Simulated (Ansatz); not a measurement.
Two members of one family (Sn nanocrystals, cubic, H-capped), computed with Ansatz in the gas phase; def2 core potentials for Sn, no spin–orbit coupling. Binding counts from free atoms in the multiplicity of their measured ground term, without zero-point energy. Sets without diffuse functions give affinities that are too small. A dash marks a value that wasn't run or was left out as unsound. The structures are stationary points that may keep the symmetry of their start. Remarks come from the PBE and PBE0 runs and from stability tests at other levels; not every state was tested. A HOMO above zero means that the electron is unbound at that level and held by the basis, or that self-interaction error raises the level; the energy of removing that electron tells which.

First: Sn9H16 (singlet, charge 0, PBE-D4/def2-SVP geometry).

```xyz
25

Sn   -2.519    1.797   -1.120
Sn    2.096    2.339   -0.983
Sn   -0.198    1.006    2.768
Sn   -2.063   -2.519    0.483
Sn    2.555   -1.981    0.619
Sn   -0.317    2.596    0.444
Sn   -2.366   -0.924   -1.812
Sn    2.619   -0.339   -1.662
Sn    0.137   -1.695    2.036
H    -2.631    2.784   -2.545
H    -3.975    2.055   -0.210
H     2.058    3.331   -2.409
H     3.398    2.922    0.007
H    -1.655    1.196    3.694
H     1.121    1.520    3.773
H    -3.505   -2.389    1.443
H    -1.894   -4.191    0.046
H     3.869   -1.531    1.663
H     2.798   -3.643    0.180
H    -0.526    4.267    0.893
H    -3.789   -1.399   -2.686
H    -1.008   -1.171   -2.862
H     4.165   -0.466   -2.445
H     1.421   -0.885   -2.790
H     0.210   -2.680    3.472
```

```
              level  HOMO (eV)  LUMO (eV)  gap (eV)  vertical EA (eV)  binding per atom (eV)
    PBE-D4/def2-SVP      -6.16      -2.37      3.79                 –                   2.36
   PBE-D4/def2-TZVP      -6.21      -2.50      3.72              1.05                   2.37
r2SCAN-D4/def2-TZVP      -6.43      -2.29      4.14                 –                   2.39
   PBE0-D4/def2-SVP      -7.03      -1.59      5.44                 –                   2.36
  PBE0-D4/def2-TZVP      -7.05      -1.69      5.36              0.71                   2.38
```

Remarks: HOMO above zero (-1 doublet).

Second: Sn10H16 (singlet, charge 0, PBE-D4/def2-SVP geometry).

```xyz
26

Sn   -2.7584    0.5621   -0.0421
Sn    0.5514   -1.8637    2.0452
Sn    1.4395    2.3799    0.4835
Sn    0.7769   -1.0791   -2.4872
Sn   -1.3208    2.9345    0.4408
Sn    1.9831    0.5137    2.5215
Sn   -2.2060   -1.2953    2.0000
Sn   -1.9802   -0.5114   -2.5261
Sn    1.3183   -2.9352   -0.4419
Sn    2.2089    1.2954   -1.9978
H    -4.4645    0.9095   -0.0699
H     0.8896   -3.0179    3.3068
H     2.3261    3.8509    0.7839
H     1.2582   -1.7427   -4.0241
H    -1.8083    3.6270    1.9587
H    -1.6726    4.1022   -0.7961
H     1.5277    1.1777    4.0598
H     3.6859    0.1792    2.5866
H    -2.7064   -0.6531    3.5343
H    -3.1082   -2.7563    1.7343
H    -2.8781   -1.9643   -2.8483
H    -2.3428    0.6147   -3.7988
H     0.4482   -4.4115   -0.7387
H     3.0102   -3.3301   -0.4280
H     1.9067    2.4466   -3.2638
H     3.9157    0.9672   -1.9925
```

Problem. Estimate the same table for the second.

Solution. 
```json
{"level": "PBE-D4/def2-SVP", "HOMO (eV)": "-6.14", "LUMO (eV)": "-2.41", "gap (eV)": "3.73", "vertical EA (eV)": "–", "binding per atom (eV)": "2.40"}
{"level": "PBE-D4/def2-TZVP", "HOMO (eV)": "-6.20", "LUMO (eV)": "-2.54", "gap (eV)": "3.66", "vertical EA (eV)": "1.12", "binding per atom (eV)": "2.41"}
{"level": "r2SCAN-D4/def2-TZVP", "HOMO (eV)": "-6.42", "LUMO (eV)": "-2.33", "gap (eV)": "4.08", "vertical EA (eV)": "–", "binding per atom (eV)": "2.42"}
{"level": "PBE0-D4/def2-SVP", "HOMO (eV)": "-7.01", "LUMO (eV)": "-1.63", "gap (eV)": "5.39", "vertical EA (eV)": "–", "binding per atom (eV)": "2.39"}
{"level": "PBE0-D4/def2-TZVP", "HOMO (eV)": "-7.03", "LUMO (eV)": "-1.72", "gap (eV)": "5.31", "vertical EA (eV)": "0.75", "binding per atom (eV)": "2.41"}
```

Remarks: HOMO above zero (-1 doublet).
